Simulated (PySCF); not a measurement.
A side-by-side comparison of computed properties.

First species: C₆H₁₁ClOSi.
Atom-mapped SMILES: `[CH3:1][C:2]1=[CH:3][SiH2:4][O:5][C@H:6]1[CH2:7][CH2:8][Cl:9]` (hydrogens: H10, H11, H12 on C1; H13 on C3; H14, H15 on Si4; H16 on C6; H17, H18 on C7; H19, H20 on C8)

Second species: C4H4N2.
SMILES: `N#CCCC#N`

Levels: PBE0/pcSseg-1 for dipole moment, HOMO energy, LUMO energy and HOMO–LUMO gap; GFN2-xTB for rotational constant A and rotational constant C. Geometries: GFN2-xTB. Each structure is a single optimised conformer of the isolated species, non-relativistic unless stated. Electronic properties by PySCF.

The conformers computed, where there is a choice (atom-mapped SMILES and torsion angles):
- `[CH3:1][C:2]1=[CH:3][SiH2:4][O:5][C@H:6]1[CH2:7][CH2:8][Cl:9]`: O5–C6–C7–C8 -55°, C6–C7–C8–Cl9 179°
- `[N:1]#[C:2][CH2:3][CH2:4][C:5]#[N:6]`: C2–C3–C4–C5 180°

```
             property   column X    column Y
        dipole moment     2.96 D      0.00 D
          HOMO energy   -7.51 eV    -9.89 eV
          LUMO energy   -0.22 eV     0.03 eV
        HOMO–LUMO gap    7.29 eV     9.92 eV
rotational constant A  1.970 GHz  25.357 GHz
rotational constant C  0.495 GHz   1.469 GHz
```

(1) Which column belongs to which species?

(2) How does each property change from the first species to the second?

Answers

(1) Column X is the first species and column Y the second. The first has 20 atoms and 86 electrons, the second 10 and 42.

(2) dipole moment -2.96 D; HOMO energy -2.38 eV; LUMO energy +0.25 eV; HOMO–LUMO gap +2.63 eV; rotational constant A +23.387 GHz; rotational constant C +0.974 GHz.

On the first: The dipole matches unit charges of opposite sign 0.62 Å apart (1 e·Å = 4.8032 D).

On the second: Point group C2h forbids a permanent dipole, so the rigid molecule has no electric-dipole pure rotational spectrum.
